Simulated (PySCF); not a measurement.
## Radial density of Ar+ (argon, charge +1)

B2PLYP, [Ne] 3s2 3p5, 2P determinant. All numbers are calculated (PySCF 2.14, no relativity, point nucleus, in aug-cc-pV(T+d)Z with one added diffuse shell each of s, p, d, f type (7s6p5d3f, 71 functions)).

| r (bohr) | 4πr²ρ (e/bohr) | 4πr²(ρα − ρβ) |
| --- | --- | --- |
| 0.00174 | 0.1366 | 0.0000 |
| 0.00292 | 0.3704 | 0.0000 |
| 0.00491 | 0.9753 | 0.0000 |
| 0.00826 | 2.447 | 0.0001 |
| 0.0139 | 5.655 | 0.0003 |
| 0.0234 | 11.40 | 0.0010 |
| 0.0393 | 18.34 | 0.0043 |
| 0.0661 | 20.66 | 0.0196 |
| 0.111 | 15.72 | 0.0722 |
| 0.187 | 16.38 | 0.1600 |
| 0.315 | 20.92 | 0.1218 |
| 0.529 | 9.718 | 0.0072 |
| 0.890 | 4.585 | 0.5029 |
| 1.50 | 4.717 | 0.6845 |
| 2.52 | 0.9665 | 0.1404 |
| 4.24 | 0.02984 | 0.0033 |
